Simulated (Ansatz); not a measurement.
`[OH][Zr]([Cl])([Cl])[Cl]` at its PBE0-D4/def2-TZVP geometry, where that method's forces vanish. The species carries charge 0 and has multiplicity 1. Zr: def2 effective core potential.

```xyz
6

O    -0.1128    0.0496    1.4716
Zr    0.0328   -0.0121   -0.4002
Cl   -0.3651   -2.1956   -1.1288
Cl   -1.5433    1.4334   -1.3401
Cl    2.1845    0.6499   -1.0243
H    -0.1962    0.0749    2.4217
```

Task: What forces (eV/Å) does B3LYP-D4/def2-TZVPP give on these atoms in Ansatz 0.2.0? (Best estimate.)

Result: The calculation gave: 
```
O1  -0.026  0.009  0.315
Zr2  0.006 -0.002 -0.063
Cl3 -0.050 -0.274 -0.092
Cl4 -0.198  0.182 -0.119
Cl5  0.270  0.083 -0.079
H6  -0.002  0.002  0.038
```

B3LYP here is the variant with VWN-RPA as its local correlation; programs differ in this.
